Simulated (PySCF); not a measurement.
From orbital energies to excitation energies

Species: C₅H₁₀AlGeNO.
SMILES: `[n+]1([AlH3-])cc(ccc1)[O][GeH3]`

Method: TDDFT B3LYP/def2-SVPD, vertical, gas phase, core orbitals frozen in the response (PySCF). The structure is a single PBE0-D3(BJ)/def2-SVP conformer in the gas phase; no vibrational or solvent corrections. The B3LYP/def2-SVPD calculation is non-relativistic and has no spin–orbit coupling, an omission that weighs most on germanium. Torsions of this conformer, `[AlH3-:1][n+:2]1[cH:3][cH:4][cH:5][c:6]([O:7][GeH3:8])[cH:9]1`: C5–C6–O7–Ge8 180°.

Orbital energies (eV): HOMO-3 -8.66, HOMO-2 -7.47, HOMO-1 -6.97, HOMO -6.80, LUMO -2.16, LUMO+1 -1.23, LUMO+2 -0.95.

Computed singlets:

```csv
state,E (eV),f
S1,3.94,0.032
S2,4.05,0.0013
S3,4.71,0.036
S4,4.96,0.059
S5,5.01,0.0004
S6,5.35,0.0004
S7,5.43,0.0024
S8,5.57,0.0001
S9,5.64,0.0001
S10,5.74,0.0029
```

**Question.** Assign a leading configuration to S1, S2, S3, S4 and S5 and set E beside the orbital difference Δε.

**Answer.** 

```tsv
state	leading configuration	weight	Δε (eV)	E (eV)	E − Δε (eV)	f	other configurations
S1	HOMO→LUMO	0.99	4.64	3.94	-0.70	0.032	–
S2	HOMO-1→LUMO	1.00	4.81	4.05	-0.76	0.0013	–
S3	HOMO-2→LUMO	0.62	5.31	4.71	-0.60	0.036	H→L+1 (33%)
S4	HOMO→LUMO+1	0.66	5.57	4.96	-0.61	0.059	H-2→L (30%)
S5	HOMO-1→LUMO+1	1.00	5.74	5.01	-0.73	0.0004	–
```

E − Δε runs from -0.76 to -0.60 eV. Among themselves, these states come in the order of their orbital differences.

H and L stand for HOMO and LUMO. The other states: S6 5.35 eV, f 0.0004, H→L+2 (100%); S7 5.43 eV, f 0.0024, H-3→L (97%); S8 5.57 eV, f 0.0001, H-1→L+2 (100%); S9 5.64 eV, f 0.0001, H-2→L+2 (99%); S10 5.74 eV, f 0.0029, H→L+3 (97%).

**Question.** Pair triplets and singlets of the same leading configuration (75% or more in both) and give the splittings.

**Answer.** 

```
configuration  triplet  E(T) (eV)  singlet  E(S) (eV)  E(S) − E(T) (eV)
    HOMO→LUMO       T2       3.73       S1       3.94             +0.21
  HOMO-1→LUMO       T3       4.03       S2       4.05             +0.03
```

The 4 triplets are Tamm–Dancoff values, the singlets full response.

Summed over the main configurations (up to three a state, each over 8%) of all 10 singlets, the electron leaves HOMO with weight 3.96, HOMO-1 with weight 2.99, HOMO-2 with weight 1.91 and HOMO-3 with weight 0.97.

The vertical ionisation energy (ΔSCF) is 9.09 eV, 3.36 eV above S10.

Time: 18 min wall; peak memory 1.2 GiB. Hardware: Arm Neoverse N1, one thread, no GPU (shared host).
